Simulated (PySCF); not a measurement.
GaH3. Atoms are numbered in the order given.

```xyz
4

Ga     0.0000     0.0000     0.0000
H      1.5686     0.0000     0.0000
H     -0.7843     1.3585     0.0000
H     -0.7843    -1.3585     0.0000
```

Geometry optimised at PBE0-D3(BJ)/def2-TZVPD. The isomer is the one that the SMILES or the coordinates give; other isomers of the formula were not compared.

Level of theory: CAM-B3LYP/def2-TZVPD (PySCF).

ESP charges are fitted to the potential on shells at 1.4 to 2.0 van der Waals radii. Atomic charges (e):

```tsv
atom	ESP fit	meta-Löwdin
Ga1	0.68	0.23
H2	-0.23	-0.08
H3	-0.23	-0.08
H4	-0.23	-0.08
```
